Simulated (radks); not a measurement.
Q: Species: the dysprosium ion Dy3+. Configuration: [Kr] 4d10 4f10 5s2 5p5 (not the ground configuration). Calculated with a radial shooting solver on a logarithmic mesh with Libxc functionals: Dirac Kohn-Sham, PBE, spin-unpolarised, spherical densities, finite nucleus; open shells are shared between the two j in proportion to 2j + 1; Fermi nuclear charge, rms radius 5.2218 fm.

Spin-orbit splittings of the eigenvalues, e(l+1/2) - e(l-1/2), with zeta = 2 splitting/(2l+1) and mean radii in bohr:

shell  occ.  splitting (eV)  zeta (eV)  <r> j=l-1/2  <r> j=l+1/2
2p        6           800.2      533.5      0.07437      0.08143
3p        6           166.2      110.8       0.2238       0.2371
3d       10           36.30      14.52       0.2096       0.2138
4p        6           37.08      24.72       0.5407       0.5713
4d       10           6.709      2.683       0.6041       0.6150
4f       10          0.8963     0.2561       0.8331       0.8470
5p        5               ?          ?        1.433        1.524
5d        0          0.4590     0.1836        2.133        2.172

Estimate the 5p splitting.

A: 4.994 eV (zeta = 3.330 eV).
